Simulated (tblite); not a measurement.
Compound: C8H7 (doublet state).
Bonds: C1–C2 (triple), C2–C3, C3–C4 (triple), C4–C5, C5–C6, C6–C7, C7–C8 (double). Hydrogens: H9 on C1; H10, H11 on C5; H12, H13 on C6; H14, H15 on C8.

Computed geometry: GFN2-xTB, gas phase. This method treats the open shell by occupation alone, without spin polarisation.

Entries marked ? are missing. Bonds in one row agree within 0.01 Å.

```tsv
coordinate	value
C1≡C2	?
C2–C3	1.358 Å
C3≡C4	?
C4–C5	?
C5–C6	1.560 Å
C6–C7	?
C7=C8	1.293 Å
C1–H9	1.048 Å
C5–H10, C5–H11	1.093 Å
C6–H12, C6–H13	1.094 Å
C8–H14	1.094 Å
C8–H15	1.081 Å
C1–C2–C3	?
C2–C3–C4	178.0°
C3–C4–C5	176.1°
C4–C5–C6	?
C5–C6–C7	?
C6–C7–C8	143.6°
```

Fill in the missing values.

- C1≡C2 = 1.205 Å, drawn triple (ends: carbon bonded to C and H; carbon bonded to 2 C); 0.18 Å below the sum of covalent radii, 1.38 Å.
- C3≡C4 = 1.209 Å, drawn triple (both ends carbon bonded to 2 C); 0.17 Å below the sum of covalent radii, 1.38 Å.
- C4–C5 = 1.437 Å, drawn single (ends: carbon bonded to 2 C; carbon bonded to 2 C and 2 H); 0.01 Å below the sum of covalent radii, 1.45 Å.
- C6–C7 = 1.448 Å, drawn single (ends: carbon bonded to 2 C and 2 H; carbon bonded to 2 C); equal to the sum of covalent radii, 1.45 Å.
- C1–C2–C3 = 179.7°, at the carbon bonded to 2 C; the outer atoms are 2.563 Å apart.
- C4–C5–C6 = 110.4°, at the carbon bonded to 2 C and 2 H; the outer atoms are 2.462 Å apart.
- C5–C6–C7 = 112.6°, at the carbon bonded to 2 C and 2 H; the outer atoms are 2.504 Å apart.

Radii are Cordero's, carbon taken as 0.76, 0.73 or 0.69 Å for four, three, and two or fewer neighbours.

Its GFN2-xTB frequencies are all real (lowest 43 cm⁻¹). Torsions: C4–C5–C6–C7 180°, C5–C6–C7–C8 0°. 3 starts were optimised and ended at 0.00, 0.01 and 2.18 kcal/mol (GFN2-xTB); the lowest of these is shown.

Hardware: one thread of an Arm Neoverse V2 (shared host). Cost: 0.6 s wall. These figures are those of the optimisation.

One conformer stands for the species.
